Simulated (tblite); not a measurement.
Species: C₄H₁₅NOSi₃.
Atom-mapped SMILES: `[CH3:1]/[C:2](=[CH:3]\[N:4]([SiH3:5])[SiH3:6])[CH2:7][O:8][SiH3:9]` (hydrogens: H10, H11, H12 on C1; H13 on C3; H14, H15, H16 on Si5; H17, H18, H19 on Si6; H20, H21 on C7; H22, H23, H24 on Si9)

Structure optimised with GFN2-xTB, isolated species.

(1) What internal coordinates does the optimisation give?

Results:

(1) 
```json
{"bond": "C1–C2", "length (Å)": "1.499"}
{"bond": "C2=C3", "length (Å)": "1.329"}
{"bond": "C3–N4", "length (Å)": "1.399"}
{"bond": "N4–Si5, N4–Si6", "length (Å)": "1.742"}
{"bond": "C2–C7", "length (Å)": "1.512"}
{"bond": "C7–O8", "length (Å)": "1.392"}
{"bond": "O8–Si9", "length (Å)": "1.615"}
{"bond": "C1–H10, C1–H11, C1–H12", "length (Å)": "1.089"}
{"bond": "C3–H13", "length (Å)": "1.084"}
{"bond": "Si5–H14 and 4 like bonds", "length (Å)": "1.463"}
{"bond": "Si5–H16", "length (Å)": "1.469"}
{"bond": "C7–H20, C7–H21", "length (Å)": "1.100"}
{"bond": "Si9–H22, Si9–H23", "length (Å)": "1.467"}
{"bond": "Si9–H24", "length (Å)": "1.454"}
```

Bonds in one row agree within 0.01 Å and their mean is given. A selection of angles:
```json
{"angle": "C1–C2–C3", "degrees": "126.3"}
{"angle": "C1–C2–C7", "degrees": "113.7"}
{"angle": "C3–C2–C7", "degrees": "120.0"}
{"angle": "C2–C3–N4", "degrees": "128.6"}
{"angle": "C3–N4–Si5", "degrees": "121.8"}
{"angle": "C3–N4–Si6", "degrees": "114.1"}
{"angle": "Si5–N4–Si6", "degrees": "123.9"}
{"angle": "C2–C7–O8", "degrees": "112.9"}
{"angle": "C7–O8–Si9", "degrees": "131.2"}
```

Dihedral angles: C1–C2–C3–N4 -3° (synperiplanar); C2–C3–N4–Si5 -48° (synclinal); C1–C2–C7–O8 -175° (antiperiplanar); C2–C7–O8–Si9 -133° (anticlinal). The mirror-image conformer, all signs reversed, is as good.

Si9 (oxygen-bound silicon) is distorted tetrahedral (angles from 99.3° to 113.7°). Of the pairs four or more bonds apart, Si5···H12 is among the closest relative to their van der Waals radii: 2.76 Å, 84 % of the sum of Bondi's values. Si5 (SiH3 silicon) is tetrahedral (angles from 107.4° to 111.6°). N4 (nitrogen bridging silicon atoms) is planar (angles 123.9°, 121.8° and 114.1°, sum 359.9°, 0.03 Å off the plane of its three neighbours). The C–C distances run from 1.329 Å (C2=C3, drawn double) to 1.512 Å (C2–C7, drawn single), a spread of 0.183 Å.

Point group: C1 (no symmetry element, even within 0.4 Å). GFN2-xTB frequencies show an imaginary mode (38i cm⁻¹), so the point is no minimum at that level. 3 starts were optimised and ended at 0.00, 0.09 and 0.64 kcal/mol (GFN2-xTB); the lowest of these is shown.

Time: 5.3 s. Hardware: one thread, Intel Xeon at 2.50 GHz (x86_64), shared host. This is the geometry optimisation.

The numbers are calculated, not measured.
